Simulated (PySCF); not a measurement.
## UHF on Rh³⁺ (rhodium, charge +3)

Configuration: [Kr] 4d6, high-spin 5D determinant. Calculation: PySCF 2.14, in aug-cc-pwCVTZ-DK (11s10p8d4f3g, 136 functions); the spin-free X2C one-electron Hamiltonian (Gaussian nucleus).

```json
{
  "Total energy": "-4779.144678 hartree",
  "One-electron energy": "-6536.0639 hartree",
  "Hartree (Coulomb) energy": "1893.7419 hartree",
  "Exchange energy": "-136.8227 hartree",
  "⟨S²⟩": "6.0028",
  "⟨L²⟩": "6.028",
  "Sum of ⟨r⟩": "24.40 bohr",
  "Sum of ⟨r²⟩": "26.10 bohr²",
  "Traceless quadrupole moment −½Σ⟨3z² − r²⟩ along its main axis": "0.557 e·bohr²",
  "Langevin diamagnetic susceptibility": "-20.7 ×10⁻⁶ cm³/mol"
}
```

| shell | electrons | mean orbital energy (eV) | spread (eV) | rms radius, mean of both spins (bohr) |
| --- | --- | --- | --- | --- |
| 1s β | 1 | -23376.5 | 0 | 0.0375 |
| 1s α | 1 | -23376.4 | 0 | 0.0375 |
| 2s α | 1 | -3503.5 | 0 | 0.154 |
| 2s β | 1 | -3502.2 | 0 | 0.154 |
| 2p α | 3 | -3138.5 | 0.360 | 0.137 |
| 2p β | 3 | -3137.2 | 0.034 | 0.137 |
| 3s α | 1 | -691.92 | 0 | 0.415 |
| 3s β | 1 | -691.30 | 0 | 0.415 |
| 3p α | 3 | -568.59 | 0.682 | 0.418 |
| 3p β | 3 | -567.81 | 0.470 | 0.418 |
| 3d α | 5 | -371.47 | 0.815 | 0.403 |
| 3d β | 5 | -369.60 | 1.290 | 0.403 |
| 4s α | 1 | -140.87 | 0 | 1.04 |
| 4s β | 1 | -133.46 | 0 | 1.04 |
| 4p α | 3 | -103.87 | 1.659 | 1.14 |
| 4p β | 3 | -94.434 | 1.380 | 1.14 |
| 4d α | 5 | -48.439 | 1.993 | 1.47 |
| 4d β | 1 | -44.198 | 0 | 1.47 |

Densities and radii are taken from the X2C orbitals without a picture-change correction, which distorts them close to the nucleus.

Spin-orbit constants ζ (cm⁻¹) from the X2C one-electron operator on these orbitals: bare nucleus, nucleus screened by l(l+1)(2l+1)/3 electrons, and screened by the Breit-Pauli mean field of the electrons.

```
shell    bare  screened nucleus  mean field
   2p  783300            748500         n/a
   3p  136500            130400         n/a
   3d   19840             15430         n/a
   4p   20270             19360         n/a
   4d    1945              1513         n/a
```

To first order the Landé constant is A = -378.3 cm⁻¹, so the lowest level has J = 4 and lies 0.188 eV below the centre of the term. This holds in LS coupling only.
